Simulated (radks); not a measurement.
Results of a calculation; reference values are marked as such.
Task: These are the eigenvalues of the occupied orbitals of an atom or ion with whole-number occupations (Ry). Code: a radial shooting solver on a logarithmic mesh with Libxc functionals. Model: scalar-relativistic Kohn-Sham, BLYP, spin-polarised, spherical densities, finite nucleus; Fermi nuclear charge, rms radius of each element as measured or else 0.836 A^(1/3) + 0.57 fm.

| orbital | eigenvalue |
|---|---|
| 1s down | -396.7967 |
| 1s up | -396.7960 |
| 2s up | -46.69882 |
| 2s down | -46.64035 |
| 2p up | -39.39378 |
| 2p down | -39.34862 |
| 3s up | -7.49705 |
| 3s down | -7.32990 |
| 3p up | -5.55346 |
| 3p down | -5.39052 |
| 3d up | -2.59361 |
| 6f up | -0.23667 |

Which element is it, and in what charge state? The configuration may be excited. Open shells, if any, are filled with parallel spins first.

Result: Z = 23, vanadium, charge +2: V2+ in [Ar] 3d2 6f1. The list shows which subshells hold electrons but not how many an open one holds; the 1s level, -198.4 hartree, gives Z - s = 19.9 by -(Z - s)^2/2, which with screening and relativity narrows Z to a few neighbours, and the depths of the outer levels then fix element, charge and occupations together.
